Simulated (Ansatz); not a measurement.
Consider the formal exchange of groups at the Sb–Si bond: `C[SiH](Cl)[SbH2]` + ethane → `C[CH2][SbH2]` + `C[SiH2]Cl`.

Gas-phase electronic energies from Ansatz, PBE0-D4/def2-TZVP geometries. CBS: MP2 limit from def2 TZ/QZ plus the TZ coupled-cluster correction, frozen cores. This one scheme is used for every species. DFT in def2-TZVPP. B3LYP here is the variant with VWN-RPA as its local correlation; programs differ in this. HSE06 is defined as in plane-wave codes. def2 core potentials past Kr. For Sb outer-core shells are correlated without core-valence functions, which leaves a few kJ/mol of doubt a bond.

```
             level  ΔE (kJ/mol)  difference from CCSD(T)/CBS
       LDA (SPW92)         69.7                          7.8
            PBE-D4         71.8                          9.9
         revPBE-D4         68.8                          6.9
           BLYP-D4         65.3                          3.4
            B97M-V         64.1                          2.2
           PBE0-D4         72.0                         10.1
          B3LYP-D4         66.6                          4.7
        r2SCAN0-D4         69.4                          7.5
          HSE06-D4         72.3                         10.4
          BHLYP-D4         67.6                          5.7
      CAM-B3LYP-D4         63.1                          1.2
           ωB97X-V         62.5                          0.6
           ωB97M-V         63.0                          1.1
            B2PLYP         61.7                         -0.2
          PBE-QIDH         66.2                          4.3
            revPBE         69.8                          7.9
              BLYP         62.9                          1.0
            r2SCAN         67.3                          5.4
              PBE0         70.1                          8.2
             B3LYP         63.6                          1.7
           r2SCANh         67.9                          6.0
           r2SCAN0         68.6                          6.7
             HSE06         70.2                          8.3
             BHLYP         62.5                          0.6
         CAM-B3LYP         60.7                         -1.2
           LC-ωPBE         65.1                          3.2
RPA@PBE/def2-TZVPP         51.7                        -10.2
       HF/def2-SVP         65.4                          3.5
      MP2/def2-SVP         63.1                          1.2
     CCSD/def2-SVP         63.6                          1.7
  CCSD(T)/def2-SVP         63.3                          1.4
     HF/def2-TZVPP         58.9                         -3.0
    MP2/def2-TZVPP         59.1                         -2.8
SCS-MP2/def2-TZVPP         55.4                         -6.5
   CCSD/def2-TZVPP         57.4                         -4.5
     HF/def2-QZVPP         58.0                         -3.9
    MP2/def2-QZVPP         61.3                         -0.6
      HF/CBS(def2)         57.9                         -4.0
     MP2/CBS(def2)         63.5                          1.6
    CCSD/CBS(def2)         61.8                         -0.1
       CCSD(T)/CBS         61.9                            0
```

Largest T1 diagnostic among the species: 0.012.

Leaving LDA and LC-ωPBE aside and taking each functional with its dispersion term where it has one, the values spread over 10.6 kJ/mol, from B2PLYP to HSE06-D4.
